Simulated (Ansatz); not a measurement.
`[CH3][Mo](=[O])(=[O])[OH]` + H–F → `[O]=[Mo](=[O])([OH])[F]` + CH₄ at 400 K and 1 bar (ligand exchange at a Mo–C bond).

Program: Ansatz. Geometries: PBE0-D4/def2-TZVP. ΔE: electronic, gas phase. CCSD(T)/CBS is the MP2 limit (def2-TZVPP, def2-QZVPP) plus CCSD(T) − MP2 in def2-TZVPP, frozen cores. This one scheme is used for every species. def2 core potentials past Kr. For Mo outer-core shells are correlated without core-valence functions, which leaves a few kJ/mol of doubt a bond. One conformer a species, not always the lowest.

```
                    species  CCSD(T)/CBS energy (Eh)  H − E (kJ/mol)  S (J/(mol·K))
`[CH3][Mo](=[O])(=[O])[OH]`               -334.23200           178.7          382.4
                        H–F               -100.39570            36.5          182.2
  `[O]=[Mo](=[O])([OH])[F]`               -394.21125            86.3          355.6
                        CH₄                -40.46206           131.3          197.2
```

H − E and S are ideal-gas, rigid-rotor, harmonic terms from PBE0-D4/def2-TZVP, for one conformer and one mirror image of each species. 1 Eh = 2625.50 kJ/mol, R = 8.31446 J/(mol·K).

By hand: ΔE, ΔH, ΔS and ΔG.

ΔE = (-394.21125) + (-40.46206) − (-334.23200) − (-100.39570) = -0.04561 Eh = -119.7 kJ/mol. Δ(H − E) = 86.3 + 131.3 − 178.7 − 36.5 = 2.4, so ΔH = -117.3 kJ/mol. ΔS = 355.6 + 197.2 − 382.4 − 182.2 = -11.8 J/(mol·K). ΔG = -117.3 − 400 × (-11.8)/1000 = -112.6 kJ/mol.

By hand: the equilibrium constant, and the temperature at which ΔG would vanish if ΔH and ΔS stayed fixed.

log₁₀ K = −ΔG/(RT ln 10) = 14.7. ΔG = 0 at ΔH/ΔS = 9941 K, far beyond where these terms or the molecules hold.

The number of gas molecules stays the same, so ΔS is small and ΔH decides. A doubt of 5 kJ/mol in ΔE shifts log₁₀ K by 0.7 here. Other conformers and mirror images would add mixing entropy, several J/(mol·K) or more a flexible species. These are equilibria of isolated gas molecules and say nothing of rates. Largest T1 diagnostic: 0.025 (customary marks: 0.02 for closed shells, 0.045 for open ones).
